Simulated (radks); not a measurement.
The erbium ion Er2+ inside a hard spherical wall (all orbitals vanish at R), configuration held at [Xe] 4f12 and not refilled when levels cross. Calculated with a radial shooting solver on a logarithmic mesh with Libxc functionals: scalar-relativistic Kohn-Sham, PBE, spin-polarised, spherical densities, point nucleus; open shells are filled with parallel spins first (spin-orbit coupling, left out, can overturn this in heavy ions). Eigenvalues in eV for spin up, with the zero of energy where the potential of the charges vanishes at infinity; a dash marks a level that is unbound or too diffuse for the functional's potential to be trusted. A positive occupied level is held by the wall or, in an anion where self-interaction has pushed it up, behind a barrier. The pressure on the wall is -dE/dV.

R (bohr) = free: E (hartree) -13085.7226; kinetic (hartree) 14189.116; e(4d) -180.43; e(5s) -66.725; e(5p) -41.059; e(4f) -18.142; e(6s, empty) -14.926; e(5d, empty) -13.574; pressure (GPa) 0
R (bohr) = 20: E (hartree) -13085.7226; kinetic (hartree) 14189.116; e(4d) -180.43; e(5s) -66.725; e(5p) -41.059; e(4f) -18.142; e(6s, empty) -14.926; e(5d, empty) -13.574; pressure (GPa) < 0.0001
R (bohr) = 15: E (hartree) -13085.7226; kinetic (hartree) 14189.116; e(4d) -180.43; e(5s) -66.725; e(5p) -41.059; e(4f) -18.142; e(6s, empty) -14.926; e(5d, empty) -13.574; pressure (GPa) < 0.0001
R (bohr) = 10: E (hartree) -13085.7226; kinetic (hartree) 14189.116; e(4d) -180.43; e(5s) -66.725; e(5p) -41.059; e(4f) -18.142; e(6s, empty) -14.925; e(5d, empty) -13.574; pressure (GPa) < 0.0001
R (bohr) = 8: E (hartree) -13085.7226; kinetic (hartree) 14189.116; e(4d) -180.43; e(5s) -66.724; e(5p) -41.059; e(4f) -18.141; e(6s, empty) -14.898; e(5d, empty) -13.566; pressure (GPa) 0.000563
R (bohr) = 7: E (hartree) -13085.7225; kinetic (hartree) 14189.117; e(4d) -180.42; e(5s) -66.720; e(5p) -41.055; e(4f) -18.136; e(6s, empty) -14.803; e(5d, empty) -13.538; pressure (GPa) 0.00527
R (bohr) = 3.5: E (hartree) -13085.5982; kinetic (hartree) 14190.084; e(4d) -177.85; e(5s) -64.840; e(5p) -39.148; e(4f) -15.703; e(6s, empty) -0.344; e(5d, empty) -8.488; pressure (GPa) 60.2
R (bohr) = 1.5: E (hartree) -13053.7853; kinetic (hartree) 14317.210; e(4d) -85.049; e(5s) 48.406; e(5p) 96.093; e(4f) 79.543; e(6s, empty) 414.85; e(5d, empty) 169.34; pressure (GPa) 110000
